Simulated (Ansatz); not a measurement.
Reaction (ligand exchange at a B–F bond): `CB(C)F` + `N[SiH3]` → `CB(C)N[SiH3]` + H–F

Isolated molecules relaxed with PBE0-D4/def2-TZVP in Ansatz; ΔE leaves out vibrations. CCSD(T)/CBS is the MP2 limit (def2-TZVPP, def2-QZVPP) plus CCSD(T) − MP2 in def2-TZVPP, frozen cores. This one scheme is used for every species. DFT in def2-TZVPP. Each species was taken in one conformer, which may not be the lowest.

```
             level  ΔE (eV)
         r2SCAN-D4     0.33
            B2PLYP     0.36
CCSD(T)/def2-TZVPP     0.24
    CCSD/CBS(def2)     0.25
```

**Question.** What does CCSD(T)/CBS give? (An estimate is asked.)

**Answer.** The calculation gave: +0.21 eV. The listed levels differ from it by 0.12, 0.15, 0.03, 0.04 eV.

Largest T1 diagnostic among the species: 0.011.

At CCSD(T), def2-SVP lies +0.11 eV from the extrapolated value and def2-TZVPP +0.03 eV. The D4 term adds −0.14 eV with B3LYP and −0.08 eV with PBE0; it sums over pairs of atoms, weighted by their polarisabilities, and B3LYP, whose exchange is more repulsive, gets the larger term. Leaving LDA and LC-ωPBE aside and taking each functional with its dispersion term where it has one, the values, not all of them listed here, spread over 0.21 eV, from revPBE-D4 to B97M-V. LDA lies −0.11 eV from PBE without D4.

B3LYP here is the variant with VWN-RPA as its local correlation; programs differ in this.
